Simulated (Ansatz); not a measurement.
B2ClFH2 (`FBBCl`), one more setting.

```yaml
crystal:
  periodic: [false, false, false]
  atoms:
    - {symbol: F, position_ang: [1.256551, -1.547228, -0.408045]}
    - {symbol: B, position_ang: [0.899967, -0.117513, -0.471228]}
    - {symbol: B, position_ang: [-0.713366, 0.143556, 0.442624]}
    - {symbol: Cl, position_ang: [-2.179596, -0.132410, -0.505538]}
    - {symbol: H, position_ang: [1.228749, 0.700506, -1.062447]}
    - {symbol: H, position_ang: [-0.979065, 0.898939, 1.347378]}
basis:
  gaussian: {orbitals: STO-3G}
total_charge: -1
magnetization: {spin_polarized: true, initial_magnetization: 1}
hamiltonian: {xc: {name: B3LYP5}, pseudopotentials: {relativity: none}}
scf: {lower_state_search: light}
```

```sh
$ ansatz run in.yaml --threads 2 --pin off --events-out ev --progress --plain --max-ram 4352MiB
```

Output, abridged:

```
Functional definition: B3LYP5
326 factors; integrals over basis functions are off by at most 1.2e-4 eV
mean field evaluation 1: about -16422.2151 eV, gradient 1.7e1 eV
mean field evaluation 2: about -16420.1694 eV, gradient 2.0e1 eV
mean field evaluation 4: about -16424.4412 eV, gradient 1.4e0 eV
mean field evaluation 8: about -16424.4146 eV, gradient 2.5e-2 eV
mean field evaluation 16: about -16424.4147 eV, gradient 4.8e-5 eV
mean field -16424.41466220 eV, -603.5861059677 hartree, gradient 4.8e-5 eV, S^2 0.755356; 2 other end points of the search recorded, 0 dependent functions left out
reference -16424.41481055 eV, -603.5861114195 hartree; 20, 19 occupied and 6, 7 virtual orbitals, 326 factors
Total energy: -16424.41481055 eV, -603.5861114195 hartree
```

It took 0.3 s on 2 threads of an AMD EPYC 9B45 on a shared host, with 0.12 GiB of host memory at the peak.
